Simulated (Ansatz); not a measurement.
A short molecular-dynamics run on Ge$_{2}$H$_{10}$Si$_{2}$, SMILES `[SiH3][SiH2][GeH2][GeH3]`.

```yaml
crystal:
  periodic: [false, false, false]
  atoms:
    - {symbol: Si, position_ang: [-1.361426, 1.883957, -0.518642]}
    - {symbol: Si, position_ang: [-0.258679, 0.974973, 1.330296]}
    - {symbol: Ge, position_ang: [1.431856, -0.527120, 0.587399]}
    - {symbol: Ge, position_ang: [0.477219, -2.194847, -0.889983]}
    - {symbol: H, position_ang: [-2.011718, 0.791773, -1.292053]}
    - {symbol: H, position_ang: [-2.402354, 2.862867, -0.105048]}
    - {symbol: H, position_ang: [-0.382070, 2.570697, -1.403318]}
    - {symbol: H, position_ang: [-1.232361, 0.222255, 2.169565]}
    - {symbol: H, position_ang: [0.336216, 2.057994, 2.162171]}
    - {symbol: H, position_ang: [2.106743, -1.223943, 1.784076]}
    - {symbol: H, position_ang: [2.517849, 0.253778, -0.176871]}
    - {symbol: H, position_ang: [-0.677702, -2.925010, -0.184591]}
    - {symbol: H, position_ang: [-0.076231, -1.516106, -2.153840]}
    - {symbol: H, position_ang: [1.532668, -3.231257, -1.309162]}
basis:
  gaussian: {orbitals: "6-31G*"}
hamiltonian: {xc: {name: revPBE}, dispersion: d4}
md: {timestep: 0.5 fs, n_steps: 50, ensemble: nvt_langevin, temperature: 1000, initial_velocities: maxwell_boltzmann, friction: 0.01, seed: 960}
```

```sh
$ ansatz run in.yaml --threads 4 --pin off --events-out ev --progress --plain --max-ram 11315MiB
```

```tsv
step	time (fs)	potential energy (eV)	kinetic (eV)	T (K)	conserved (eV)
0	0.0	-128927.3246	1.6804	929	–
1	0.5	-128927.2831	1.7017	940	–
2	1.0	-128927.1938	1.7231	952	–
3	1.5	-128927.0734	1.6256	898	–
4	2.0	-128926.9428	1.4909	824	–
5	2.5	-128926.8241	1.4012	774	–
6	3.0	-128926.7384	1.3675	756	–
7	3.5	-128926.6924	1.2514	692	–
8	4.0	-128926.6844	1.2472	689	–
9	4.5	-128926.6971	1.2012	664	–
10	5.0	-128926.7119	1.2296	679	–
11	5.5	-128926.7150	1.2465	689	–
12	6.0	-128926.6971	1.2195	674	–
13	6.5	-128926.6581	1.1975	662	–
14	7.0	-128926.5984	1.1778	651	–
15	7.5	-128926.5239	1.0152	561	–
16	8.0	-128926.4436	0.8827	488	–
17	8.5	-128926.3678	0.8077	446	–
18	9.0	-128926.3047	0.7475	413	–
19	9.5	-128926.2581	0.7472	413	–
20	10.0	-128926.2296	0.6600	365	–
21	10.5	-128926.2234	0.5827	322	–
22	11.0	-128926.2381	0.5825	322	–
23	11.5	-128926.2699	0.6230	344	–
24	12.0	-128926.3171	0.6376	352	–
25	12.5	-128926.3765	0.6748	373	–
26	13.0	-128926.4461	0.7143	395	–
27	13.5	-128926.5252	0.8327	460	–
28	14.0	-128926.6130	0.9284	513	–
29	14.5	-128926.6951	0.9911	548	–
30	15.0	-128926.7606	1.0612	586	–
31	15.5	-128926.8036	1.1087	613	–
32	16.0	-128926.8256	1.1485	635	–
33	16.5	-128926.8306	1.1700	647	–
34	17.0	-128926.8241	1.1584	640	–
35	17.5	-128926.8118	1.2383	684	–
36	18.0	-128926.7976	1.2066	667	–
37	18.5	-128926.7861	1.1696	646	–
38	19.0	-128926.7775	1.1176	618	–
39	19.5	-128926.7662	1.1679	645	–
40	20.0	-128926.7507	1.1455	633	–
41	20.5	-128926.7318	1.1747	649	–
42	21.0	-128926.7038	1.1043	610	–
43	21.5	-128926.6705	1.0609	586	–
44	22.0	-128926.6376	1.0225	565	–
45	22.5	-128926.6101	1.0191	563	–
46	23.0	-128926.5864	0.9964	551	–
47	23.5	-128926.5631	0.9962	550	–
48	24.0	-128926.5425	1.0434	577	–
49	24.5	-128926.5226	1.0478	579	–
50	25.0	-128926.5074	1.0748	594	–
```

Velocities are drawn at the set temperature; a run this short doesn't reach equilibrium.

Frames (Å, forces in eV/Å):

```xyz
14
time=0.0 fs
Si   -1.361    1.884   -0.519    0.069   -0.070    0.127
Si   -0.259    0.975    1.330    0.024   -0.013   -0.136
Ge    1.432   -0.527    0.587   -0.112    0.023   -0.006
Ge    0.477   -2.195   -0.890    0.046    0.067    0.054
H    -2.012    0.792   -1.292   -0.114   -0.163   -0.138
H    -2.402    2.863   -0.105   -0.190    0.178    0.053
H    -0.382    2.571   -1.403    0.155    0.120   -0.164
H    -1.232    0.222    2.170   -0.166   -0.111    0.160
H     0.336    2.058    2.162    0.084    0.191    0.164
H     2.107   -1.224    1.784    0.140   -0.117    0.220
H     2.518    0.254   -0.177    0.204    0.141   -0.122
H    -0.678   -2.925   -0.185   -0.215   -0.142    0.112
H    -0.076   -1.516   -2.154   -0.106    0.104   -0.230
H     1.533   -3.231   -1.309    0.182   -0.207   -0.092
14
time=2.0 fs
Si   -1.354    1.871   -0.508    0.977   -0.285   -0.427
Si   -0.268    0.961    1.340   -0.372   -1.068   -1.313
Ge    1.436   -0.517    0.581   -0.640   -1.242    1.599
Ge    0.476   -2.189   -0.890   -0.925    0.103    0.480
H    -2.011    0.819   -1.296   -0.058   -0.564   -0.366
H    -2.417    2.778   -0.241   -1.183    1.082    0.620
H    -0.421    2.654   -1.393    0.135   -0.188    0.024
H    -1.196    0.242    2.215   -0.535   -0.514    0.254
H     0.267    1.942    2.177    0.972    1.754    1.249
H     2.128   -1.248    1.858   -0.417    0.354   -0.664
H     2.542    0.137   -0.131    1.152    0.860   -0.809
H    -0.704   -2.998   -0.225    0.212    0.262   -0.056
H    -0.101   -1.507   -2.146   -0.030    0.078   -0.227
H     1.505   -3.212   -1.263    0.712   -0.633   -0.364
14
time=4.0 fs
Si   -1.344    1.858   -0.497    0.934    0.377   -0.863
Si   -0.280    0.946    1.346   -0.368   -0.978   -0.862
Ge    1.439   -0.507    0.576   -0.395   -1.528    2.021
Ge    0.471   -2.183   -0.889   -0.974   -0.034    0.291
H    -2.013    0.834   -1.300    0.079   -0.789   -0.487
H    -2.459    2.730   -0.348   -1.240    1.088    0.799
H    -0.460    2.748   -1.394    0.008   -0.640    0.357
H    -1.180    0.245    2.291   -0.412   -0.521   -0.096
H     0.226    1.905    2.231    1.007    1.780    1.139
H     2.127   -1.258    1.915   -0.659    0.559   -1.078
H     2.617    0.041   -0.121    1.038    0.842   -0.752
H    -0.698   -3.050   -0.274    0.189    0.363    0.034
H    -0.132   -1.491   -2.142    0.115   -0.030   -0.091
H     1.509   -3.217   -1.235    0.677   -0.489   -0.411
14
time=6.0 fs
Si   -1.334    1.848   -0.490   -0.464    1.208   -1.326
Si   -0.293    0.928    1.353    0.196    0.369    1.022
Ge    1.441   -0.497    0.573    0.744   -1.199    1.418
Ge    0.467   -2.178   -0.886   -0.723   -0.194    0.037
H    -2.003    0.814   -1.329    0.393   -0.476   -0.215
H    -2.538    2.725   -0.408   -0.206    0.233    0.766
H    -0.496    2.821   -1.390   -0.019   -0.929    0.570
H    -1.172    0.235    2.373   -0.129   -0.354   -0.587
H     0.226    1.933    2.338    0.272    0.376   -0.293
H     2.116   -1.246    1.918   -0.677    0.529   -1.043
H     2.733   -0.023   -0.144   -0.152    0.428   -0.117
H    -0.688   -3.078   -0.324    0.041    0.318    0.194
H    -0.156   -1.489   -2.140    0.217   -0.066   -0.039
H     1.522   -3.225   -1.214    0.506   -0.241   -0.387
14
time=8.0 fs
Si   -1.325    1.841   -0.486   -1.941    1.436   -1.482
Si   -0.303    0.913    1.362    0.544    1.222    2.255
Ge    1.444   -0.489    0.571    1.464   -0.847    0.612
Ge    0.463   -2.174   -0.882   -0.268   -0.383   -0.164
H    -1.976    0.774   -1.365    0.647    0.000    0.161
H    -2.621    2.740   -0.427    0.738   -0.542    0.704
H    -0.549    2.861   -1.357    0.222   -0.848    0.451
H    -1.172    0.218    2.429    0.073   -0.216   -0.918
H     0.248    1.963    2.453   -0.229   -0.524   -1.280
H     2.082   -1.217    1.878   -0.477    0.282   -0.608
H     2.846   -0.071   -0.169   -1.123    0.210    0.340
H    -0.675   -3.099   -0.370   -0.126    0.199    0.352
H    -0.170   -1.492   -2.131    0.241   -0.029   -0.102
H     1.555   -3.219   -1.207    0.233    0.041   -0.320
14
time=10.0 fs
Si   -1.321    1.838   -0.483   -2.470    1.173   -1.262
Si   -0.312    0.900    1.375    0.747    1.539    2.445
Ge    1.447   -0.481    0.569    1.416   -0.454   -0.291
Ge    0.457   -2.170   -0.879    0.270   -0.548   -0.225
H    -1.911    0.746   -1.400    0.660    0.231    0.334
H    -2.657    2.728   -0.415    0.946   -0.793    0.637
H    -0.600    2.890   -1.310    0.530   -0.581    0.215
H    -1.174    0.189    2.442    0.103   -0.179   -0.946
H     0.272    1.968    2.519   -0.445   -0.796   -1.577
H     2.036   -1.184    1.824   -0.080   -0.152    0.153
H     2.905   -0.104   -0.199   -1.522    0.173    0.544
H    -0.671   -3.102   -0.399   -0.257    0.038    0.467
H    -0.177   -1.507   -2.123    0.200    0.073   -0.262
H     1.598   -3.203   -1.204   -0.096    0.276   -0.233
14
time=12.0 fs
Si   -1.320    1.838   -0.479   -2.225    0.832   -0.843
Si   -0.320    0.891    1.387    0.930    1.598    2.048
Ge    1.449   -0.474    0.568    0.934   -0.117   -1.014
Ge    0.451   -2.168   -0.875    0.929   -0.541   -0.367
H    -1.815    0.732   -1.414    0.487    0.183    0.248
H    -2.649    2.684   -0.387    0.672   -0.699    0.564
H    -0.625    2.908   -1.260    0.741   -0.295    0.008
H    -1.184    0.153    2.403   -0.017   -0.259   -0.716
H     0.283    1.930    2.526   -0.503   -0.730   -1.487
H     1.991   -1.166    1.784    0.305   -0.582    0.900
H     2.899   -0.113   -0.205   -1.473    0.205    0.542
H    -0.666   -3.087   -0.411   -0.480   -0.216    0.585
H    -0.174   -1.514   -2.122    0.161    0.125   -0.350
H     1.640   -3.192   -1.213   -0.462    0.494   -0.118
14
time=14.0 fs
Si   -1.319    1.837   -0.475   -1.434    0.555   -0.463
Si   -0.328    0.885    1.399    1.082    1.417    0.972
Ge    1.451   -0.467    0.568    0.300   -0.156   -0.970
Ge    0.445   -2.167   -0.871    1.312   -0.415   -0.461
H    -1.710    0.729   -1.418    0.272   -0.024    0.025
H    -2.628    2.610   -0.345    0.120   -0.357    0.474
H    -0.615    2.917   -1.221    0.729   -0.147   -0.040
H    -1.201    0.128    2.331   -0.333   -0.538   -0.243
H     0.276    1.862    2.474   -0.320   -0.257   -0.907
H     1.970   -1.165    1.779    0.411   -0.672    1.029
H     2.838   -0.109   -0.204   -1.016    0.308    0.355
H    -0.678   -3.066   -0.418   -0.584   -0.390    0.639
H    -0.174   -1.516   -2.125    0.190    0.111   -0.337
H     1.682   -3.172   -1.203   -0.728    0.566   -0.074
14
time=16.0 fs
Si   -1.315    1.837   -0.472   -0.382    0.648   -0.187
Si   -0.340    0.883    1.410    0.993    0.649   -0.698
Ge    1.452   -0.461    0.568   -0.437   -0.694    0.069
Ge    0.439   -2.168   -0.866    0.951   -0.359   -0.396
H    -1.585    0.727   -1.410    0.042   -0.314   -0.318
H    -2.613    2.532   -0.294   -0.458   -0.020    0.353
H    -0.579    2.942   -1.179    0.463   -0.266    0.091
H    -1.220    0.099    2.250   -0.704   -0.849    0.249
H     0.264    1.786    2.390    0.235    0.775    0.345
H     1.977   -1.190    1.811    0.187   -0.285    0.366
H     2.749   -0.102   -0.207   -0.165    0.506   -0.046
H    -0.718   -3.059   -0.401   -0.217   -0.161    0.427
H    -0.149   -1.500   -2.143    0.225   -0.018   -0.151
H     1.701   -3.130   -1.183   -0.732    0.388   -0.104
14
time=18.0 fs
Si   -1.309    1.840   -0.469    0.314    0.470   -0.131
Si   -0.355    0.880    1.419    0.723   -0.118   -1.651
Ge    1.453   -0.455    0.568   -1.048   -1.353    1.280
Ge    0.434   -2.167   -0.863    0.061   -0.224   -0.289
H    -1.441    0.704   -1.410   -0.091   -0.153   -0.331
H    -2.620    2.446   -0.225   -0.738    0.135    0.156
H    -0.531    2.975   -1.112    0.141   -0.380    0.172
H    -1.249    0.042    2.183   -0.700   -0.808    0.396
H     0.276    1.747    2.335    0.622    1.438    1.259
H     2.006   -1.236    1.853   -0.127    0.226   -0.434
H     2.682   -0.100   -0.211    0.645    0.713   -0.488
H    -0.768   -3.073   -0.376    0.359    0.264    0.097
H    -0.112   -1.470   -2.170    0.233   -0.208    0.148
H     1.686   -3.077   -1.179   -0.393   -0.001   -0.183
14
time=20.0 fs
Si   -1.301    1.848   -0.468    0.248   -0.179   -0.230
Si   -0.371    0.875    1.427    0.638   -0.294   -0.997
Ge    1.452   -0.450    0.573   -1.357   -1.726    1.893
Ge    0.429   -2.166   -0.861   -0.864    0.046   -0.042
H    -1.292    0.658   -1.424   -0.260    0.512    0.073
H    -2.651    2.373   -0.148   -0.389    0.021   -0.164
H    -0.493    2.994   -1.048   -0.034   -0.290    0.136
H    -1.289   -0.040    2.150   -0.141   -0.192    0.087
H     0.304    1.769    2.326    0.249    0.970    0.993
H     2.038   -1.281    1.870   -0.294    0.537   -0.828
H     2.635   -0.084   -0.230    1.046    0.810   -0.728
H    -0.814   -3.091   -0.363    0.808    0.584   -0.144
H    -0.068   -1.453   -2.187    0.146   -0.266    0.251
H     1.657   -3.018   -1.182    0.203   -0.533   -0.300
14
time=22.0 fs
Si   -1.293    1.858   -0.469   -0.133   -0.857   -0.242
Si   -0.385    0.869    1.434    0.856   -0.038    0.067
Ge    1.449   -0.447    0.579   -0.918   -1.655    1.548
Ge    0.422   -2.166   -0.860   -1.366    0.468    0.243
H    -1.152    0.628   -1.459   -0.509    1.120    0.523
H    -2.701    2.308   -0.080    0.304   -0.117   -0.548
H    -0.449    2.995   -0.985   -0.139   -0.082    0.077
H    -1.324   -0.118    2.143    0.374    0.424   -0.214
H     0.334    1.819    2.354   -0.430    0.074    0.248
H     2.042   -1.324    1.853   -0.272    0.666   -0.869
H     2.624   -0.048   -0.279    0.549    0.607   -0.344
H    -0.828   -3.090   -0.358    0.871    0.615   -0.216
H    -0.017   -1.453   -2.191   -0.026   -0.191    0.135
H     1.634   -2.964   -1.186    0.838   -1.036   -0.410
14
time=24.0 fs
Si   -1.286    1.867   -0.469   -0.206   -1.132   -0.026
Si   -0.400    0.864    1.444    1.245    0.404    0.649
Ge    1.443   -0.445    0.584   -0.224   -1.147    0.622
Ge    0.416   -2.166   -0.859   -0.736    0.630    0.121
H    -1.030    0.651   -1.487   -0.727    1.228    0.649
H    -2.730    2.250   -0.031    0.649   -0.107   -0.808
H    -0.408    3.003   -0.905   -0.206    0.100    0.020
H    -1.334   -0.176    2.120    0.484    0.640   -0.220
H     0.343    1.875    2.410   -0.929   -0.659   -0.376
H     2.022   -1.335    1.814   -0.081    0.547   -0.599
H     2.647    0.019   -0.332   -0.328    0.208    0.348
H    -0.803   -3.068   -0.366    0.519    0.366   -0.111
H     0.031   -1.456   -2.198   -0.157   -0.129    0.038
H     1.640   -2.957   -1.198    0.696   -0.948   -0.306
14
time=25.0 fs
Si   -1.282    1.872   -0.468   -0.049   -1.142    0.086
Si   -0.407    0.862    1.449    1.366    0.555    0.783
Ge    1.441   -0.444    0.586   -0.060   -0.821    0.145
Ge    0.413   -2.166   -0.860   -0.130    0.675   -0.123
H    -0.976    0.686   -1.494   -0.804    1.115    0.598
H    -2.728    2.221   -0.023    0.602   -0.046   -0.852
H    -0.389    3.008   -0.863   -0.235    0.176    0.007
H    -1.337   -0.202    2.099    0.484    0.691   -0.173
H     0.334    1.906    2.438   -1.061   -0.921   -0.580
H     2.012   -1.337    1.779    0.065    0.390   -0.320
H     2.657    0.057   -0.347   -0.621    0.038    0.575
H    -0.789   -3.052   -0.371    0.265    0.186   -0.035
H     0.059   -1.450   -2.207   -0.201   -0.157    0.074
H     1.654   -2.967   -1.208    0.381   -0.738   -0.184
```

It took 110 s on 4 threads of an Arm Neoverse V2 on a shared host, with 0.69 GiB of host memory at the peak.
